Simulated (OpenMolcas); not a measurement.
An OpenMolcas run meant for Pd⁵⁺ (ANO-R3, X2C; inactive shells 1s 2s 2p 3s 3p 3d 4s 4p; intended active space 5 electrons in 5 orbitals (4d)). One step of its input:

```
&RASSCF
FileOrb=start.orb
Symmetry=1
Spin=6
nElAct=5 0 0
Inactive=9 9
Ras2=5 0
CIRoot=1 1 1
SDav=1
CIMx=300
Iter=69 100
PrWF=0.3
OrbListing=Nothing
MaxOrb=0
Atom
>>> COPY $Project.JobIph JOB001
```

Lines from the output:

```
--- SEWARD ---
Basis set label: PD.ANO-R...8S6P5D3F2G1H.

      Electronic valence basis set:
      ------------------
      Associated Effective Charge  46.000000 au
      Associated Actual Charge     46.000000 au
      Nuclear Model: Finite nucleus - Gaussian distribution
        Gaussian exponent, Xi/bohr**(-2):  2.05009E+08

      Shell  nPrim  nBasis  Cartesian Spherical Contaminant
         s      22       8        X
         p      16       6        X
         d      12       5                 X
         f       6       3                 X
         g       5       2                 X
         h       3       1                 X
                  Relativistic X2C integrals
                  Atomic mean-field integrals
--- RASSCF ---

 Nr of active orbitals     NAC=   5
 Spin degeneracy         ISPIN=   6
 There can be no such wave function.
 ************************************************
--- Stop Module: rasscf at  /rc=_RC_INPUT_ERROR_ ---
.####################.
.# User input error #.
.####################.
```

What is wrong with the input?

A keyword is misspelt. OpenMolcas reads the first four letters of a keyword, so the setting is refused or falls back to its default.
